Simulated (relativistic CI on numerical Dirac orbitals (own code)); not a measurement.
Tl XIII: q coefficients and field-shift factors

Calculated at this level of theory: Dirac-Coulomb-Breit CI, orbitals from a KLI potential per configuration, derivatives by finite differences, unscaled Slater integrals, QED left out (own radial code, finite nucleus).

Configuration list (outside the closed core [Kr] 4d10 4f14): 5s2 5p6 5d, 5s2 5p6 5f, 5s2 5p6 6s, 5s2 5p5 5d2, 5s2 5p6 6p, 5s 5p6 5d2, 5s2 5p5 5d 5f. Double excitations out of closed p, d and f shells are left out; levels of such configurations are missing from the list, as are those of other unlisted configurations, and high levels can miss mixing partners.

With x = (α/α₀)² − 1 an excitation energy changes as ω = ω₀ + qx; K = 2q/ω₀ is the relative enhancement. Terms are leading LS components, so labels can repeat. The field-shift factor is F = δν/δ⟨r²⟩ for the transition from the lowest level.

Lowest level 5s2 5p6 5d 2D_3/2.

```tsv
Level	ω₀ (cm⁻¹)	q (cm⁻¹)	K	F (GHz/fm²)
5s2 5p6 5d 2D_5/2	28471	27750	1.95	2.15
5s2 5p6 6s 2S_1/2	393803	-113200	-0.575	277
5s2 5p5 5d2 4D°_1/2	492225	21490	0.0873	13.9
5s2 5p5 5d2 4D°_3/2	494914	19460	0.0786	14.1
5s2 5p5 5d2 4F°_5/2	506000	22550	0.0891	14.6
5s2 5p5 5d2 4G°_7/2	515539	19810	0.0769	14.5
5s2 5p5 5d2 4D°_5/2	518845	38080	0.147	15.8
5s2 5p6 6p 2P°_1/2	527122	-92700	-0.352	47.2
5s2 5p5 5d2 4D°_7/2	527412	45230	0.172	15.8
5s2 5p5 5d2 4G°_9/2	529889	43250	0.163	16.3
5s2 5p5 5d2 4P°_3/2	533794	27930	0.105	14.4
5s2 5p5 5d2 2D°_3/2	536631	41950	0.156	15.5
5s2 5p5 5d2 4P°_5/2	536717	45120	0.168	16.3
```

At this charge energies of transitions that change n are usually good to better than 1 %, and those within a shell (Δn = 0) to a few per cent. Levels and lines within the n = 5 or 6 shells can be off by up to 10 % or somewhat more, and those that change n by about 2 %, since core polarisation is missing.
